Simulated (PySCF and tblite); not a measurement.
Results of a calculation; reference values are marked as such.
Rearrangement: stationary points, barriers and rates

System: C₆H₁₀Si, numbered as in [CH3:1][SiH2:2][CH:3]1[CH:4]=[CH:5][CH:6]=[CH:7]1.

Motion: shift of Si2 from C3 to C7. The path came from a restrained scan, a climbing-image band and a saddle search at GFN2-xTB; energies are PBE0/pcSseg-1 + D3(BJ)//PBE0-D3(BJ)/def2-SVP, thermal terms GFN2-xTB. Rate constants are transition-state-theory values, counting equivalent paths, without tunnelling. Shieldings: GIAO at the same DFT level; methyl-like tops are averaged, other torsions stay as in the two minima; line shapes leave out couplings. Run with tblite and PySCF.

| point | symmetry | E(GFN2) kcal/mol | E(DFT) kcal/mol | ZPE change kcal/mol | lowest mode cm⁻¹ | dipole D |
| --- | --- | --- | --- | --- | --- | --- |
| start | Cs | 0.0 | 0.0 | 0.00 | 47 | 0.51 |
| saddle | Cs | 9.7 | 12.8 | -0.14 | 264i | 0.63 |
| end | Cs | 0.0 | 0.0 | 0.01 | 49 | 0.51 |

```json
{
  "Electronic barrier": "12.8 kcal/mol",
  "Barrier with zero-point energy": "12.7 kcal/mol",
  "ΔH‡ (298 K)": "12.3 kcal/mol",
  "ΔS‡ (298 K, symmetry apart)": "-2.6 cal/(mol K)",
  "Paths": "2 equivalent paths",
  "End point": "the same structure with atoms interchanged, or its mirror image",
  "Mean lifetime of the start against this motion at 298 K": "300 µs",
  "Cost": "3.5 min on 1 thread of Arm Neoverse V1 (shared host) (rough), peak memory 0.86 GiB, launched as `OMP_NUM_THREADS=1 python ens_run.py task.json out`"
}
```

| T/K | ΔG‡ kcal/mol | k s⁻¹ |
| --- | --- | --- |
| 150 | 12.8 | 1.4×10⁻⁶ |
| 200 | 12.9 | 0.07 |
| 250 | 13.0 | 48 |
| 298 | 13.1 | 3350 |
| 350 | 13.2 | 8.8×10⁴ |
| 400 | 13.3 | 9.3×10⁵ |
| 500 | 13.5 | 2.5×10⁷ |

ΔG and ΔG‡ leave out symmetry numbers and mirror images; rates count paths: 2 out.

Sites that the motion interchanges:

```csv
nucleus,site,ppm,scale
¹³C,C3,50.2,δ against TMS
¹³C,"C4, C7",140.8,δ against TMS
¹³C,"C5, C6",138.4,δ against TMS
¹H,H on C3,3.83,δ against TMS
¹H,"H on C4, H on C7",6.64,δ against TMS
¹H,"H on C5, H on C6",6.87,δ against TMS
```

| nucleus | sites | ¹H MHz | spread Hz | coalescence K | k there s⁻¹ |
| --- | --- | --- | --- | --- | --- |
| ¹³C | C3 / C4, C7 / C5, C6 | 360 | 8196 | 322 | 1.8×10⁴ |
| ¹³C | C3 / C4, C7 / C5, C6 | 600 | 13659 | 331 | 2.9×10⁴ |
| ¹³C | C3 / C4, C7 / C5, C6 | 900 | 20489 | 338 | 4.4×10⁴ |
| ¹H | H on C3 / H on C4, H on C7 / H on C5, H on C6 | 360 | 1094 | 292 | 2170 |
| ¹H | H on C3 / H on C4, H on C7 / H on C5, H on C6 | 600 | 1823 | 299 | 3640 |
| ¹H | H on C3 / H on C4, H on C7 / H on C5, H on C6 | 900 | 2735 | 305 | 5450 |
